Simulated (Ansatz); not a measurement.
`F[SiH]([SiH3])O[SiH3]` + CH₃OH → `CO[SiH](F)[SiH3]` + `O[SiH3]` at 400 K and 1 bar (ligand exchange at the Si–O bond).

Calculated with Ansatz (gas phase, PBE0-D4/def2-TZVP geometries, no zero-point term in ΔE). CBS: MP2 limit from def2 TZ/QZ plus the TZ coupled-cluster correction, frozen cores. This one scheme is used for every species. Each species was taken in one conformer, which may not be the lowest.

```
                species  CCSD(T)/CBS energy (Eh)  H − E (kJ/mol)  S (J/(mol·K))
`F[SiH]([SiH3])O[SiH3]`              -1046.55730           217.6          454.9
                  CH₃OH               -115.61712           151.2          252.6
     `CO[SiH](F)[SiH3]`               -795.47815           246.9          421.6
              `O[SiH3]`               -366.69042           120.0          276.4
```

H − E and S are ideal-gas, rigid-rotor, harmonic terms from PBE0-D4/def2-TZVP, for one conformer and one mirror image of each species. 1 Eh = 2625.50 kJ/mol, R = 8.31446 J/(mol·K).

Problem. By hand: ΔE, ΔH, ΔS and ΔG.

Solution. ΔE = (-795.47815) + (-366.69042) − (-1046.55730) − (-115.61712) = 0.00585 Eh = 15.4 kJ/mol. Δ(H − E) = 246.9 + 120.0 − 217.6 − 151.2 = -1.9, so ΔH = 13.5 kJ/mol. ΔS = 421.6 + 276.4 − 454.9 − 252.6 = -9.5 J/(mol·K). ΔG = 13.5 − 400 × (-9.5)/1000 = 17.3 kJ/mol.

Problem. By hand: the equilibrium constant, and the temperature at which ΔG would vanish if ΔH and ΔS stayed fixed.

Solution. log₁₀ K = −ΔG/(RT ln 10) = -2.3. ΔH and −TΔS have one sign here, so there is no such temperature.

The number of gas molecules stays the same, so ΔS is small and ΔH decides. A doubt of 5 kJ/mol in ΔE shifts log₁₀ K by 0.7 here. Other conformers and mirror images would add mixing entropy, several J/(mol·K) or more a flexible species. Modes under 60 cm⁻¹, often nearly free rotors, make the harmonic entropy too high. These are equilibria of isolated gas molecules and say nothing of rates. Largest T1 diagnostic: 0.013 (customary marks: 0.02 for closed shells, 0.045 for open ones).

ΔS is within the doubt of such terms, so its sign, and with it that verdict, could turn.
